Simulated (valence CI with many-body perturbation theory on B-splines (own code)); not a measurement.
Results of a calculation; reference values are marked as such.
**Ladder of approximations for Ga¹⁵⁺**

Method: valence CI with perturbative core correlation (CI+MBPT): six valence electrons over a frozen Dirac-Fock core [Ne], radial functions for each j: 9 s, 9 p, 8 d, 6 f, 3 g, 1 h, with the one-electron correlation potential Σ1 (screened to all orders), the two-electron term Σ2, the three-electron term Σ3, Breit, model QED; selected single and double excitations, second order for the rest, scaled by the run's own slope (own B-spline code, finite nucleus).

No measured spectrum was set against this ion. As an estimate, levels of excited configurations hold to 0.05 to 0.15 % of their energy, terms of the ground configuration to about 0.5 %. Among the levels kept, up to 1400 cm⁻¹ of a level comes from second order outside the variational space, and about a tenth of that is noise between levels of different J, which matters for small intervals.

Each rung adds one term. CI alone is the Dirac-Coulomb CI over the frozen core; QED comes last and gives the full result, which names the levels. Energies are above 3s²3p⁴ ³P_2 on the same rung, in cm⁻¹.

Names give the largest LS component (configuration and term), which can be under half, so a name can repeat, a term be missing and a line seem to break the LS rules; names also repeat where a configuration has a term twice. Letters in brackets count levels of one name in rising energy.

| Level | CI alone | Σ1 | Σ2 | Σ3 | Breit | QED | Full |
| --- | --- | --- | --- | --- | --- | --- | --- |
| 3s²3p⁴ ³P_0 | 30303 | +68 | -48 | -78 | -248 | +38 | 30035 |
| 3s²3p⁴ ³P_1 | 35178 | +146 | +113 | +15 | -735 | +87 | 34803 |
| 3s²3p⁴ ¹D_2 | 66710 | +155 | -120 | -156 | -808 | +75 | 65856 |
| 3s²3p⁴ ¹S_0 | 133778 | +252 | -275 | -390 | -1178 | +116 | 132303 |
| 3s3p⁵ ³P°_2 | 406654 | -692 | -142 | +684 | -209 | -912 | 405383 |
| 3s3p⁵ ³P°_1 | 429268 | -629 | -120 | +660 | -571 | -855 | 427753 |
| 3s3p⁵ ³P°_0 | 446687 | -551 | +29 | +665 | -927 | -806 | 445096 |
| 3s3p⁵ ¹P°_1 | 520136 | -565 | -1262 | +334 | -994 | -620 | 517029 |
| 3s²3p³3d ⁵D°_0 | 543384 | -724 | -804 | -384 | -1117 | -26 | 540329 |
| 3s²3p³3d ⁵D°_2 | 544066 | -714 | -810 | -395 | -1318 | -20 | 540808 |
| 3s²3p³3d ⁵D°_3 | 544592 | -690 | -824 | -401 | -1525 | -17 | 541135 |
| 3s²3p³3d ⁵D°_1 | 544367 | -709 | -800 | -376 | -1251 | -19 | 541211 |
| 3s²3p³3d ⁵D°_4 | 548944 | -613 | -823 | -395 | -1885 | 0 | 545228 |
| 3s²3p³3d ³D°_2 [a] | 571946 | -695 | -1131 | -598 | -1217 | -45 | 568260 |
| 3s²3p³3d ³D°_3 [a] | 585832 | -590 | -1017 | -542 | -1860 | +10 | 581833 |
| 3s²3p³3d ³D°_1 [a] | 589395 | -609 | -1006 | -553 | -1754 | +11 | 585483 |
| 3s²3p³3d ³F°_2 [a] | 593966 | -655 | -1094 | -564 | -1557 | +1 | 590098 |
| 3s²3p³3d ¹S°_0 | 598577 | -630 | -1285 | -468 | -1563 | -7 | 594624 |
| 3s²3p³3d ³F°_3 [a] | 600420 | -627 | -1089 | -586 | -1877 | +12 | 596253 |

The middle columns are the shifts that each term adds.

Q: How does the ionisation energy move along the ladder, and which term matters most?

A: CI alone 548.90, + Σ1 549.54, + Σ2 549.55, + Σ3 549.22, + Breit 548.99, + QED 549.01 eV. The largest step is Σ1, 0.64 eV. NIST lists 548.3 ± 0.7 eV (semi-empirical).
